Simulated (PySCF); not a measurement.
# Calculated NMR parameters of CC(C)OC(=O)[SiH2]O[SiH3]

```
Formula                               : C4H12O3Si2
SMILES                                : CC(C)OC(=O)[SiH2]O[SiH3]
InChI                                 : InChI=1S/C4H12O3Si2/c1-3(2)6-4(5)9-7-8/h3H,9H2,1-2,8H3
Point group of the computed structure : C1
Degrees of unsaturation               : 1
Carbon signals                        : 3
Proton signals                        : 4
```

Molfile (atoms numbered from 1):
```
C4H12O3Si2
     RDKit          3D

 21 20  0  0  0  0  0  0  0  0999 V2000
   -3.0508   -0.9497   -0.1426 C   0  0  0  0  0  0  0  0  0  0  0  0
   -1.9424    0.0847   -0.2676 C   0  0  0  0  0  0  0  0  0  0  0  0
   -2.2184    1.3325    0.5637 C   0  0  0  0  0  0  0  0  0  0  0  0
   -0.7237   -0.5364    0.1914 O   0  0  0  0  0  0  0  0  0  0  0  0
    0.4319   -0.1346   -0.3359 C   0  0  0  0  0  0  0  0  0  0  0  0
    0.5223    0.7199   -1.1876 O   0  0  0  0  0  0  0  0  0  0  0  0
    1.9200   -1.0775    0.4208 Si  0  0  0  0  0  4  0  0  0  0  0  0
    3.2479   -0.4723   -0.2559 O   0  0  0  0  0  0  0  0  0  0  0  0
    3.9878    0.4997   -1.3447 Si  0  0  0  0  0  4  0  0  0  0  0  0
   -3.1634   -1.2453    0.8974 H   0  0  0  0  0  0  0  0  0  0  0  0
   -2.8119   -1.8325   -0.7300 H   0  0  0  0  0  0  0  0  0  0  0  0
   -3.9876   -0.5305   -0.4989 H   0  0  0  0  0  0  0  0  0  0  0  0
   -1.7939    0.3694   -1.3171 H   0  0  0  0  0  0  0  0  0  0  0  0
   -1.4060    2.0457    0.4455 H   0  0  0  0  0  0  0  0  0  0  0  0
   -3.1439    1.7984    0.2366 H   0  0  0  0  0  0  0  0  0  0  0  0
   -2.3040    1.0668    1.6151 H   0  0  0  0  0  0  0  0  0  0  0  0
    1.9891   -0.8079    1.8534 H   0  0  0  0  0  0  0  0  0  0  0  0
    1.8286   -2.4931    0.0773 H   0  0  0  0  0  0  0  0  0  0  0  0
    5.3816    0.4272   -0.9076 H   0  0  0  0  0  0  0  0  0  0  0  0
    3.4412    1.8461   -1.2387 H   0  0  0  0  0  0  0  0  0  0  0  0
    3.7867   -0.0938   -2.6633 H   0  0  0  0  0  0  0  0  0  0  0  0
  1  2  1  0
  2  3  1  0
  2  4  1  0
  4  5  1  0
  5  6  2  0
  5  7  1  0
  7  8  1  0
  8  9  1  0
  1 10  1  0
  1 11  1  0
  1 12  1  0
  2 13  1  0
  3 14  1  0
  3 15  1  0
  3 16  1  0
  7 17  1  0
  7 18  1  0
  9 19  1  0
  9 20  1  0
  9 21  1  0
M  END
```

- geometry from GFN2-xTB
- PBE0/pcSseg-1 with gauge-including orbitals
- code: PySCF
- no solvent model, no relativistic terms, rapidly exchanging positions averaged, one conformer

Chemical shifts δ = σref − σ; ¹H (31.72 ppm), ¹³C (186.93 ppm), ²⁹Si (349.16 ppm) against TMS; ¹⁷O (336.08 ppm) against H2O, all at this level.

| carbon | δC, type | δH (multiplicity) | HMBC from (2–3 bonds) | span of the C tensor (ppm) |
| --- | --- | --- | --- | --- |
| C1/C3 | 23.9, CH3 | 1.30 (d) | H13, H10/H11/H12/H14/H15/H16 | 42 |
| C2 | 67.8, CH | 5.54 (sept) | H10/H11/H12/H14/H15/H16 | 80 |
| C5 | 189.4, C | – | H13, H17/H18 | 177 |

Other nuclei:
```json
{"atoms": "H19/H20/H21", "nucleus": "¹H", "environment": "hydrogen on a silicon bonded to O", "δ (ppm)": "5.23", "σ (ppm)": "26.49"}
{"atoms": "H17/H18", "nucleus": "¹H", "environment": "hydrogen on a silicon bonded to C, O", "δ (ppm)": "4.99", "σ (ppm)": "26.73"}
{"atoms": "Si9", "nucleus": "²⁹Si", "environment": "silicon bonded to O, 3 H", "δ (ppm)": "-37.6", "σ (ppm)": "386.8"}
{"atoms": "Si7", "nucleus": "²⁹Si", "environment": "silicon bonded to C, O, 2 H", "δ (ppm)": "-54.2", "σ (ppm)": "403.4"}
{"atoms": "O6", "nucleus": "¹⁷O", "environment": "ester carbonyl oxygen", "δ (ppm)": "500.0", "σ (ppm)": "-164.0"}
{"atoms": "O4", "nucleus": "¹⁷O", "environment": "ester alkoxy oxygen", "δ (ppm)": "265.2", "σ (ppm)": "70.9"}
{"atoms": "O8", "nucleus": "¹⁷O", "environment": "oxygen bonded to 2 Si", "δ (ppm)": "0.9", "σ (ppm)": "335.2"}
```

1. Carbon types of the structure: 1 × C, 1 × CH, 2 × CH3, leaving 5 H on heteroatoms.
2. δC 189.4: carbonyl carbon.
3. δC 67.8: sp3 CH bonded to O; pulled downfield by the heteroatom.
4. δC 23.9: methyl carbon; aliphatic region, no heteroatom directly attached.
5. δH 5.54: hydrogen on an sp3 CH bonded to O; its carbon carries O, which withdraws density.
6. δH 5.23: hydrogen on a silicon bonded to O.

Shifts are as computed. Against solution values, carbons near 30 ppm lie about +3 ppm off and those near 130 ppm about +5 ppm. Of 1211 compounds with measured shifts, 218 miss one by over three times the rms of a fit or turn the order of signals round; such compounds aren't used in these exercises. Unscaled 17O shifts of doubly bonded oxygen tend to come out too high, by tens of ppm or more. Experimental scales use liquid or dissolved standards, which lie at an offset from isolated H2O (liquid H2O: subtract about 36 ppm). No couplings were computed; multiplicities are counted from neighbouring protons, with m where these are inequivalent, close in shift, in a saturated or five-membered ring or joined by F or P, and br s for small geminal =CH2 splittings.
